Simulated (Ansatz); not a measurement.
Geometry optimisation, Ansatz 0.2.0, RKS PBE-D4/STO-3G.

The input (input.yaml):

```yaml
crystal:
  periodic: [false, false, false]
  atoms:
    - { symbol: C, position_ang: [-0.1178, -1.6554, 1.5254] }
    - { symbol: C, position_ang: [-0.216, -0.3031, 1.2757] }
    - { symbol: O, position_ang: [-0.4776, 0.6062, 2.2968] }
    - { symbol: C, position_ang: [0.0529, 0.2101, -0.0618] }
    - { symbol: C, position_ang: [0.1409, 0.6115, -1.1946] }
    - { symbol: Al, position_ang: [0.3965, 1.308, -2.9791] }
    - { symbol: H, position_ang: [0.0411, -2.3144, 0.7157] }
    - { symbol: H, position_ang: [-0.2706, -1.9765, 2.5091] }
    - { symbol: H, position_ang: [-0.5812, 0.3164, 3.3093] }
    - { symbol: H, position_ang: [0.4728, 2.8676, -3.2135] }
    - { symbol: H, position_ang: [-0.59662, 0.1861, -1.87518] }
basis:
  gaussian: { orbitals: STO-3G }
hamiltonian:
  xc: pbe
  dispersion: d4
relax:
  f_tol: 0.02
  max_steps: 50
```

Launched with:

```bash
$ ansatz run input.yaml --threads 1 --pin off --max-ram 2048MiB --backend cpu --events-out ev --progress --plain --runs-dir out
```

Q: Where does it end, and by what steps?

A: The run converged. The force dipped under the threshold on the way, but the program's further checks kept it going. Limits of this set-up: minimal basis. After 33 steps the energy has fallen by 6.501 eV; H11 moved furthest, 2.08 Å. The start is strongly strained (largest force component 10 eV/Å), so its close contacts needn't be bonds. Parted: C5–H11.

```csv
step,energy less start (eV),largest force component (eV/Å),accepted
0,0.0000,10.339,yes
2,-1.9547,2.453,yes
4,-3.5956,2.781,yes
6,-5.3963,2.939,yes
8,-6.2075,0.489,yes
10,-6.3941,0.441,yes
12,-6.4777,0.192,yes
14,-6.3814,2.655,no
16,-6.4932,0.016,yes
18,-6.4944,0.079,yes
20,-6.4959,0.039,yes
22,-6.4973,0.062,yes
24,-6.4988,0.077,yes
26,-6.4986,0.172,no
28,-6.4986,0.283,no
30,-6.5000,0.016,yes
32,-6.5003,0.041,yes
33,-6.5005,0.005,yes
```

```xyz
11
Properties=species:S:1:pos:R:3
C -0.179 -1.657 1.763
C -0.136 -0.317 1.485
O -0.121 0.713 2.474
C -0.098 0.216 0.130
C -0.065 0.659 -1.019
Al -0.016 1.334 -2.767
H -0.189 -2.399 0.954
H -0.203 -2.030 2.798
H -0.153 0.158 3.351
H 0.192 2.817 -2.951
H -0.186 0.362 -3.908
```

Whether the end is a true minimum wasn't checked by a vibrational analysis.

Run time: 86 s on 1 thread of Arm Neoverse V1, with other jobs on the host, peak memory 0.13 GiB.
